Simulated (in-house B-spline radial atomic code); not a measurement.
Configurations of Er8+, with energies counted from [Kr] 4d10 4f10 5s2 5p2. Computed with a radial B-spline atomic code at the basis-set limit: Dirac-Hartree-Fock, average of configuration, Fermi nucleus of rms radius 5.2516 fm. Energies include first-order Breit, QED and recoil terms.

Occupations are held fixed; configurations that lie above the ionisation limit could autoionise.

| configuration | E - E(ref) (eV) | highest orbital | its <r> (bohr) |
| --- | --- | --- | --- |
| [Kr] 4d10 4f9 5s2 5p3 | -6.9405 | 5p3/2 | 1.289 |
| [Kr] 4d10 4f9 5s2 5p2 7s1 | 87.715 | 7s1/2 | 3.617 |
| [Kr] 4d10 4f9 5s2 5p2 5g1 | 94.428 | 5g7/2 | 2.947 |
| [Kr] 4d10 4f9 5s2 5p2 9s1 | 114.22 | 9s1/2 | 7.394 |
| [Kr] 4d10 4f9 5s2 5p2 7g1 | 116.24 | 7g7/2 | 6.851 |
| [Kr] 4d10 4f9 5s2 5p2 9d1 | 119.05 | 9d5/2 | 8.862 |
| [Kr] 4d10 4f10 5s2 5p1 8g1 | 125.86 | 8g7/2 | 9.345 |
| [Kr] 4d9 4f11 5s2 5p2 | 176.01 | 5p3/2 | 1.303 |
| [Kr] 4d9 4f10 5s2 5p2 7s1 | 264.19 | 7s1/2 | 3.614 |

(1) Order these further configurations by energy, lowest first.
A. [Kr] 4d10 4f9 5s2 5p2 5d1
B. [Kr] 4d10 4f10 5s2 5p1 9s1
C. [Kr] 4d10 4f10 5s2 5p1 6d1
D. [Kr] 4d9 4f10 5s2 5p2 6s1
E. [Kr] 4d10 4f10 5s2 5p1 9g1

(2) How far above the reference does [Kr] 4d10 4f9 5s2 5p2 8s1 lie?

(3) How far above the reference does [Kr] 4d10 4f11 5s2 5p1 lie?

(4) How far above the reference does [Kr] 4d10 4f10 5s2 5p1 7s1 lie?

(5) Is the reference the lowest configuration at this level of theory?

Answers

(1) A (35.548 eV), C (85.803 eV), B (118.53 eV), E (129.55 eV), D (230.52 eV).

(2) 104.52 eV; its least bound orbital is 8s1/2 with <r> = 5.339 bohr.

(3) 11.251 eV; its least bound orbital is 4f7/2 with <r> = 0.7024 bohr.

(4) 92.263 eV; its least bound orbital is 7s1/2 with <r> = 3.639 bohr.

(5) No: [Kr] 4d10 4f9 5s2 5p3 lies 6.94 eV lower. Averages of configurations without correlation can order differently from the measured ground levels.
